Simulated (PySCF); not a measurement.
## Excitation energy of Bi⁺ by level of theory

Bi⁺ [Xe] 4f14 5d10 6s2 6p2 (3P) → Bi⁺ [Xe] 4f14 5d10 6s1 6p3 (5S), as a difference of total energies. Computed with PySCF 2.14 in aug-cc-pwCVDZ-PP with ECP60MDF, with scalar relativity through the core potential. Correlated levels: valence: 5s2 5p6 5d10 frozen. The calculations carry no spin-orbit coupling.

```tsv
method	excitation energy (eV)
UHF	6.261
MP2 (valence)	6.861
SCS-MP2 (valence)	7.112
CCSD (valence)	7.037
CCSD(T) (valence)	7.049
```

How much does correlation contribute at CCSD(T) (valence)?

7.049 − (6.261) = 0.788 eV, measured against UHF.

Spin-orbit coupling is strong in these open shells (close to jj coupling). The scalar numbers leave it out and a first-order estimate fails, so it can dominate the gap to the real levels.
